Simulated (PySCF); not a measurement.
Some computed properties have been withheld. Give your best values.

Species: CF3C(O)NH2, C2H2F3NO.
SMILES: `O=C(N)C(F)(F)F`

Conformer (atom-mapped SMILES and torsion angles): `[NH2:1][C:2](=[O:3])[C:4]([F:5])([F:6])[F:7]`: N1–C2–C4–F5 -131°, H–N1–C2–O3 -1°, H–N1–C2–O3 -177°.

```json
{"property": "rotational constants A, B, C", "level": "PBE0-D3(BJ)/def2-TZVP", "value": "?"}
{"property": "dipole moment", "level": "B97-2/pcSseg-2", "value": "3.99 D"}
{"property": "HOMO energy", "level": "B97-2/pcSseg-2", "value": "?"}
{"property": "LUMO energy", "level": "B97-2/pcSseg-2", "value": "?"}
{"property": "13C chemical shifts (computed TMS as zero) by class", "level": "GIAO B97-2/pcSseg-2", "value": "?"}
{"property": "1H chemical shifts (computed TMS as zero) by class", "level": "GIAO B97-2/pcSseg-2", "value": "?"}
{"property": "isotropic shieldings of nuclei other than C and H, by class", "level": "GIAO B97-2/pcSseg-2", "value": "?"}
```

Electronic properties: PySCF, gas phase, density fitting. Geometry: PBE0-D3(BJ)/def2-TZVP, one conformer, isolated molecule. NMR classes are plain means over equivalent atoms (diastereotopic ones count apart unless rotation or inversion swaps them), as if these changed places fast; in this geometry the members of some classes differ.

Problem. What is the HOMO energy?

Solution. -8.11 eV.

Problem. Give the 13C chemical shifts (computed TMS as zero) by class.

Solution. 164.2 (1 C), 126.3 (1 C) ppm.

Problem. The isotropic shieldings of nuclei other than C and H, by class?

Solution. 155 (1 N), -63 (1 O), 264 (3 F) ppm.

Problem. Give the LUMO energy.

Solution. -0.58 eV.

Problem. Give the 1H chemical shifts (computed TMS as zero) by class.

Solution. 5.97 (1 H), 4.90 (1 H) ppm.

Problem. Give the rotational constants A, B, C.

Solution. 3.813, 2.509, 2.056 GHz.

With B = h/(8π²I), that is 505.379 GHz u Å² over I, the principal moments of inertia are 132.5, 201.5 and 245.8 u Å² (most abundant isotopes). The dipole matches unit charges of opposite sign 0.83 Å apart (1 e·Å = 4.8032 D). The rotational constants make it an asymmetric top with κ = (2B − A − C)/(A − C) = -0.49, nearer the prolate limit (−1).
